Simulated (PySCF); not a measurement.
SMILES FC([Si](C(F)(F)F)(Cl)C)(F)F (C₃H₃ClF₆Si), PBE0/def2-SVP optimised geometry.

```
14

C     -1.00     1.21     0.00
Si    -0.36    -0.52     0.00
Cl    -0.99    -1.60     1.63
C      1.57    -0.52     0.00
F      2.10    -1.75     0.00
F      2.04     0.13     1.07
F      2.03     0.12    -1.09
C     -0.94    -1.46    -1.58
F     -2.28    -1.52    -1.63
F     -0.53    -0.81    -2.68
F     -0.48    -2.71    -1.66
H     -0.64     1.74    -0.89
H     -0.65     1.75     0.90
H     -2.10     1.22    -0.01
```

Density from PBE0/def2-TZVP (PySCF) at that geometry.

Minimum of the electron density along straight lines between bonded atoms, close to the bond critical point (lines longer than 1.1 times the sum of covalent radii, or with two minima, are not listed):

```csv
bond,length / Å,ρ at the minimum / e bohr⁻³,∇²ρ there / e bohr⁻⁵,position (fraction from the first atom)
C1–Si2,1.849,0.129,[?],0.61
Si2–Cl3,2.053,[?],[?],0.36
Si2–C4,1.932,0.119,0.15,0.38
C4–F5,1.333,0.287,-0.36,0.34
C4–F6,1.341,0.281,-0.37,0.34
C4–F7,1.343,0.280,-0.38,0.34
Si2–C8,1.932,0.119,0.15,0.38
C8–F9,1.341,0.282,-0.38,0.34
C8–F10,1.343,0.280,-0.38,0.34
C8–F11,1.334,0.286,-0.38,0.34
C1–H12,1.101,0.267,-0.88,0.64
C1–H13,1.100,0.267,-0.88,0.65
C1–H14,1.100,0.267,-0.88,0.65
```

Question: What belongs in the gaps?

Answer: 
- C1–Si2, ∇²ρ there / e bohr⁻⁵: 0.18
- Si2–Cl3, ρ at the minimum / e bohr⁻³: 0.100
- Si2–Cl3, ∇²ρ there / e bohr⁻⁵: 0.22
